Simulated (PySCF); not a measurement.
Working with the constants of GaCl⁻

UHF-CCSD(T) constants of GaCl⁻, ²Π (doublet), unpaired electrons π ↑ (PySCF, no relativity, basis sets Ga def2-TZVPPD, Cl def2-TZVPPD; masses 68.9256 and 34.9689 u):

| Property | Result |
| --- | --- |
| ωe | 245.9 cm⁻¹ |
| ωexe | 1.6 cm⁻¹ |
| Be | 0.12591 cm⁻¹ |
| αe | 0.00103 cm⁻¹ |
| D (centrifugal) | 1.32e-07 cm⁻¹ |
| De to Ga + Cl⁻ | 1.35 eV |

Task: Give the vibrational terms G(v) and spacings up to v = 6.

Result: G(v) = ωe(v+½) − ωexe(v+½)².

```csv
v,G(v) (cm⁻¹),G(v) − G(v−1),Bv (cm⁻¹)
0,122.5,,0.1254
1,365.2,242.7,0.1244
2,604.8,239.5,0.1233
3,841.0,236.3,0.1223
4,1074.1,233.1,0.1213
5,1304.0,229.9,0.1202
6,1530.8,226.7,0.1192
```

Task: How well does the Morse estimate ωe²/(4ωexe) reproduce De, and what is D0?

Result: It gives 1.17 eV, 87 % of the computed De. D0 = De − G(0) = 1.35 − 0.02 = 1.33 eV.

Correlated steps freeze 14 core orbitals. Spin–orbit coupling is left out. For an ion De counts to the pair picked by the measured ionisation energies or electron affinities, which need not be the lowest pair at this level. The state was picked by a PBE0 search and need not be the measured ground state.
